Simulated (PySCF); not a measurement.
Ionisation energy of F(2+) by level of theory

F(2+) [He] 2s2 2p3 (4S) → F(3+) [He] 2s2 2p2 (3P), as a difference of total energies. Calculation: PySCF 2.14, in aug-cc-pVTZ (5s4p3d2f, 46 functions); no relativity, point nucleus. Correlated levels: valence: 1s2 frozen. The calculations carry no spin-orbit coupling.

```
           method  ionisation energy (eV)  plus first-order spin-orbit estimate  difference from reference of that sum (eV)
              UHF                  62.241                                62.187                                      -0.521
              LDA                  63.154                                63.101                                      +0.393
              PBE                  62.831                                62.777                                      +0.069
             PBE0                  62.911                                62.858                                      +0.150
           r2SCAN                  63.154                                63.100                                      +0.392
          wB97X-V                  62.557                                62.503                                      -0.205
          r2SCAN0                  63.135                                63.082                                      +0.374
           M06-2X                  62.671                                62.618                                      -0.090
           revPBE                  62.757                                62.703                                      -0.005
    MP2 (valence)                  62.823                                62.769                                      +0.061
SCS-MP2 (valence)                  62.563                                62.509                                      -0.199
```

Reference: 62.708 eV (semi-empirical (NIST evaluation); NIST Atomic Spectra Database, ionization energies).

A first-order spin-orbit estimate (lowest level to lowest level, LS coupling) adds -0.054 eV.

Errors of the correlated levels include the incompleteness of this basis and the frozen core.
